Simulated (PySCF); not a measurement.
```xyz
4
charge 1 multiplicity 3, angstrom
Os   -0.0047    0.0000   -0.0149
H     1.1148    0.0000    1.0816
H    -0.5525    1.0030    1.0758
H    -0.5525   -1.0030    1.0758
```

All numbers come from UPBE0 in PySCF with Os def2-TZVP with ECP60, H def2-TZVP; scalar-relativistic core potentials, no spin–orbit coupling; density-fitted integrals.

This geometry of [OsH3]+ is a stationary point at this level.

(1) What is the point group?

(2) Is it a minimum?

(3) List the harmonic modes with their infrared intensities.

(4) Give the atomic charges and bond orders.

Answers

(1) Cs.

(2) Yes: all harmonic wavenumbers are real.

(3) 
```csv
symmetry,ω (cm⁻¹),IR (km/mol),type
a',377,2.1,bend
a',547,3.3,bend
a'',1979,9.2,mixed
a',2322,25.8,stretch
a',2355,31.8,stretch
a'',2392,3.0,mixed
```

(4) 
```json
{"atom": "Os1", "Mulliken": "0.65", "Löwdin": "0.77", "polar tensor": "0.90", "spin (Mulliken)": "2.20", "Mayer order to Os1": "–"}
{"atom": "H2", "Mulliken": "0.12", "Löwdin": "0.08", "polar tensor": "0.03", "spin (Mulliken)": "-0.06", "Mayer order to Os1": "0.94"}
{"atom": "H3,4", "Mulliken": "0.12", "Löwdin": "0.08", "polar tensor": "0.04", "spin (Mulliken)": "-0.07", "Mayer order to Os1": "0.95"}
```

This need not be the most stable arrangement of these atoms. Other spin states or occupations of the open shell can lie lower. At this level a triplet minimum of Cs symmetry lies 20 kJ/mol below this structure. Spin–orbit coupling, left out here, can matter for elements this heavy.
